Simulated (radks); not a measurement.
Results of a calculation; reference values are marked as such.
Question: Radial electron density D(r) = 4 pi r^2 rho(r) of an atom or ion with 39 electrons. Code: a radial shooting solver on a logarithmic mesh with Libxc functionals. Model: non-relativistic Kohn-Sham, LDA (Slater exchange, Perdew-Wang correlation), spin-unpolarised, spherical densities, point nucleus.

| r (bohr) | D(r) (e/bohr) |
|---|---|
| 0.001745 | 5.456 |
| 0.002272 | 8.657 |
| 0.002958 | 13.46 |
| 0.003852 | 20.40 |
| 0.004976 | 29.57 |
| 0.006479 | 41.53 |
| 0.008437 | 55.19 |
| 0.01099 | 68.36 |
| 0.01419 | 77.49 |
| 0.01848 | 80.19 |
| 0.02406 | 76.39 |
| 0.03133 | 72.34 |
| 0.04047 | 77.15 |
| 0.0527 | 93.29 |
| 0.06862 | 107.2 |
| 0.08936 | 101.6 |
| 0.1154 | 85.05 |
| 0.1503 | 83.98 |
| 0.1957 | 94.03 |
| 0.2548 | 76.31 |
| 0.3318 | 40.66 |
| 0.4286 | 29.74 |
| 0.5582 | 28.54 |
| 0.7268 | 14.14 |
| 0.9464 | 2.714 |
| 1.222 | 0.1867 |
| 1.592 | 0.003065 |

What is the nuclear charge?

Answer: Z = 63. The innermost maximum, from 1s, lies near 1/Z = 0.0159 bohr (found: 0.0178), and its height grows with Z. The density is that of the europium ion Eu24+ in [Kr] 4d3; the configuration itself is not fixed sharply by these data, and Z only to a few units. D(r) has 4 maxima, at r = 0.0178, 0.0732, 0.197, 0.491 bohr, and minima at 0.0321, 0.133, 0.422 bohr, inside which lie 1.97, 11.34, 29.37 electrons.
